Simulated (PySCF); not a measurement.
# Nuclear quadrupole coupling in `CC/C(C)=C(\OC)C(=O)Cl`

Species: C7H11ClO2.
Geometry (GFN2-xTB, Å), atoms numbered from 1 in this order:
```
atom  x, y, z in Å
C1     1.8246   -1.5352   -0.4935
C2     0.9307   -1.0184    0.6372
C3     0.4491    0.3735    0.3602
C4     1.4837    1.4437    0.3193
C5    -0.8707    0.6102    0.1655
O6    -1.7894   -0.4120    0.2849
C7    -2.3200   -0.8746   -0.9440
C8    -1.3741    1.9590   -0.0745
O9    -0.7549    2.9443   -0.3405
Cl10  -3.1368    2.0769    0.1212
H11    2.1284   -2.5577   -0.2842
H12    1.2895   -1.5219   -1.4403
H13    2.7182   -0.9253   -0.5966
H14    1.5043   -1.0125    1.5674
H15    0.0766   -1.6829    0.7667
H16    1.1526    2.3311    0.8546
H17    2.4185    1.0901    0.7464
H18    1.6596    1.7555   -0.7100
H19   -3.0721   -1.6165   -0.6837
H20   -2.7875   -0.0687   -1.5155
H21   -1.5392   -1.3417   -1.5547
```

Field gradients from the PBE0/pcSseg-1 density (PySCF, non-relativistic), principal values in atomic units, ordered |Vxx| ≤ |Vyy| ≤ |Vzz|:

```csv
atom,Vxx,Vyy,Vzz
O6,0.0282,2.0229,-2.0511
O9,0.5409,1.0157,-1.5567
Cl10,-1.0994,-2.1905,3.2899
```

Q: Find the asymmetry η = (Vxx − Vyy)/Vzz and the couplings χ = eQV/h (234.96 MHz × Q in barn × V in au), with Q(17O) = −0.0256 b, Q(35Cl) = −0.0817 b.

A: 
| atom | environment | nucleus | η | χzz (MHz) | χxx (MHz) | χyy (MHz) |
| --- | --- | --- | --- | --- | --- | --- |
| O6 | ether oxygen | 17O | 0.97 | 12.34 | -0.17 | -12.17 |
| O9 | carbonyl oxygen | 17O | 0.31 | 9.36 | -3.25 | -6.11 |
| Cl10 | chlorine bonded to C | 35Cl | 0.33 | -63.16 | 21.10 | 42.05 |

At O6 η is above 0.9: Vyy and Vzz are nearly equal in size and opposite in sign, so a small change could swap them and flip the sign of χzz. 

Q: What is Vzz at Cl10 in SI units (1 au = 9.71736 × 10²¹ V/m²)?

A: 3.2899 au = 31.970 × 10²¹ V/m².

Q: What couplings would deuterons (Q(2H) = 0.00286 b) have in place of the hydrogens, at this geometry?

A: 
```
atom  bonded to  bond length (Å)  Vzz (au)     η  χzz (kHz)
 H11         C1            1.087    0.3159  0.02        212
 H12         C1            1.088    0.3141  0.02        211
 H13         C1            1.087    0.3150  0.03        212
 H14         C2            1.093    0.3021  0.03        203
 H15         C2            1.090    0.2990  0.01        201
 H16         C4            1.088    0.3086  0.05        207
 H17         C4            1.087    0.3133  0.04        211
 H18         C4            1.090    0.3098  0.03        208
 H19         C7            1.088    0.3061  0.07        206
 H20         C7            1.093    0.2917  0.10        196
 H21         C7            1.096    0.2919  0.08        196
```

One conformer (not necessarily the lowest) at the GFN2-xTB geometry, without solvent, vibrations or thermal averaging. GFN2-xTB bond lengths can be off by several hundredths of an ångström, more for odd bonds, and the gradients follow them. The basis is small and wasn't made for field gradients, so the couplings can be 20 % off.

The run behind these numbers computed NMR shieldings as well. Time: 52 s of wall time; peak memory 0.97 GiB. Hardware: an Arm Neoverse V1 with one thread, shared host.
